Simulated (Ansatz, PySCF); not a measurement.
Pair of molecules: C2H6 (SMILES CC) (first 8 atoms) with CH4S (SMILES CS); geometry from B3LYP-D3(BJ)/def2-TZVP, rigid monomers moved along the line of their centres of mass till C1···H11 is 4.06 Å.
(charge 0, multiplicity 1):
```xyz
14

C     -0.527     0.559     0.233
C      0.547    -0.523     0.163
H     -1.277     0.421    -0.547
H     -0.096     1.554     0.101
H     -1.043     0.541     1.194
H      0.117    -1.517     0.304
H      1.310    -0.380     0.931
H      1.055    -0.520    -0.803
C      0.859     0.843     4.992
S     -0.298    -0.547     5.218
H      0.731     1.307     4.017
H      0.614     1.570     5.763
H      1.890     0.523     5.127
H      0.169    -1.313     4.220
```

Monomers are frozen at their geometry in the pair; levels with a basis set take the counterpoise correction. Rows marked so take none.

Cores are frozen in the correlated methods. Rows in 3-21G, 6-31G*, STO-3G carry no dispersion term and start afresh at each structure (6-31G* with six Cartesian d functions). MP2/6-31G* freezes PySCF's default core.

Run with Ansatz (Gaussian orbitals); PySCF for 3-21G rows, 6-31G* rows, STO-3G rows, the dispersion terms. 

Other levels give for the interaction energy: PBE/def2-TZVPPD -0.28; B3LYP/def2-TZVPPD 0.10; B3LYP-D3(BJ)/def2-TZVPPD -0.58; wB97M-V/def2-TZVPPD -0.57; CCSD(T)/aug-cc-pV(D+d)Z -0.57 kcal/mol.

Common cheap choices:

```json
[
 {"level": "HF/STO-3G (no counterpoise)", "interaction energy (kcal/mol)": "-0.02"},
 {"level": "HF/3-21G (no counterpoise)", "interaction energy (kcal/mol)": "-0.17"},
 {"level": "HF/6-31G* (no counterpoise)", "interaction energy (kcal/mol)": "-0.10"},
 {"level": "BP86/6-31G* (no counterpoise)", "interaction energy (kcal/mol)": "0.17"},
 {"level": "B3LYP/6-31G*", "interaction energy (kcal/mol)": "0.09"},
 {"level": "B3LYP/6-31G* (no counterpoise)", "interaction energy (kcal/mol)": "-0.04"},
 {"level": "M06-2X/6-31G* (no counterpoise)", "interaction energy (kcal/mol)": "-0.55"},
 {"level": "MP2/6-31G* (no counterpoise)", "interaction energy (kcal/mol)": "-0.44"}
]
```

Ansatz is a first-principles code.
